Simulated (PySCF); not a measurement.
**Multinuclear NMR of C7H7FO**

Bonds (- single, = double, # triple, : aromatic): O1-C2, C2-C3, C3:C4, C4:C5, C5:C6, C6:C7, C7:C8, C8-F9, C8:C3. O1 carries H10; C2 carries H11, H12; C4 carries H13; C5 carries H14; C6 carries H15; C7 carries H16.

- coordinates at the GFN2-xTB level
- shielding tensors at PBE0/pcSseg-1 (GIAO)
- code: PySCF 2.14.0 with density-fitted response routines
- no solvent, non-relativistic Hamiltonian, rapidly exchanging positions averaged, one computed conformer

Problem. What are the $^{19}$F shifts?

Solution. 
```
atoms    environment  σ (ppm)  δ (ppm)
   F9  aryl fluorine    296.8   -121.8
```

Shieldings were converted by a linear fit to measured shifts: $^{19}$F: δ = 146.13 − 0.903σ +14.6 on sp3 carbon (rms 6.0 ppm, 223 shifts, 7.0 ppm with the 5 outliers that the fit left out vs CFCl3, solution or neat liquid). A few per cent of atoms miss by over 2 rms, more outside the fitted compound classes.

On a 300 MHz spectrometer $^{19}$F resonates near 282.3 MHz, so 1 ppm is 282.3 Hz.

Problem. Where does $^{17}$O resonate?

Solution. 
```tsv
atoms	environment	σ (ppm)	δ (ppm)
O1	alcohol oxygen	308.0	-13.8
```

Shieldings were converted by a linear fit to measured shifts: $^{17}$O: δ = 266.70 − 0.911σ (rms 10.7 ppm, 155 shifts, 12.2 ppm with the 3 outliers that the fit left out vs liquid water, solution or neat liquid). Occasional misses reach two or three times the rms, and more in compound classes unlike the fitted ones.

On a 600 MHz spectrometer $^{17}$O resonates near 81.3 MHz, so 1 ppm is 81.3 Hz.
